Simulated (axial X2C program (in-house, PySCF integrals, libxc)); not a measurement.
## Working with the constants of NiI

A bond curve at the PBE0 level, with spin–orbit coupling, was computed with an in-house relativistic program for diatomic molecules (basis I dyall-v2z [9s9p7d], Ni dyall-v2z [7s8p4d2f] (cores contracted in-house)) for the state Ω = 3/2 (⟨Sz⟩ = 0.48, ⟨Lz⟩ = 1.02 at PBE0). Its fit gives Re = 2.3789 Å, ωe = 267.5 cm⁻¹, ωexe = 0.753 cm⁻¹ and αe = 2.959e-04 cm⁻¹; the masses are 126.9045 and 57.9353 u. Two-component means X2C with spin–orbit coupling and atomic mean-field Coulomb and Gaunt terms.

Find the reduced mass, Be and the force constant.

From the PBE0 values: μ = 39.7763 u. Be = 16.8576/(μ Re²) = 0.07489 cm⁻¹. k = 5.8918×10⁻⁷ μ ωe² = 1.68 mdyn/Å.

A Morse curve ties αe to the other constants (Pekeris). How well does that hold?

αe(Morse) = 6Be²/ωe × (√(ωexe/Be) − 1) = 2.731e-04 cm⁻¹; the PBE0 curve gives 2.959e-04 cm⁻¹, a ratio of 0.92.

Estimate the centrifugal constant by the Kratzer relation.

D = 4Be³/ωe² = 2.35e-08 cm⁻¹.

Where do the fundamental and the first overtone lie?

ν(1←0) = ωe − 2ωexe = 266.0 cm⁻¹; ν(2←0) = 2ωe − 6ωexe = 530.5 cm⁻¹.

The dipole moment p changes by 2.99 D/Å at Re. What harmonic infrared intensity follows?

I = 42.256 × (dp/dR)²/μ = 9.5 km/mol.

The state is a single determinant with fixed occupations, the lowest that a limited PBE0 search found. Density functionals use the spin component along the axis (collinear). PBE0 can misorder states that lie within some tenths of an eV, so this need not be the ground state of the molecule. The nearest other 2c determinant of the search, Ω = 5/2, lies 0.01 eV up at the distance of the search. Without a current term, density functionals place determinants with orbital angular momentum somewhat too high.
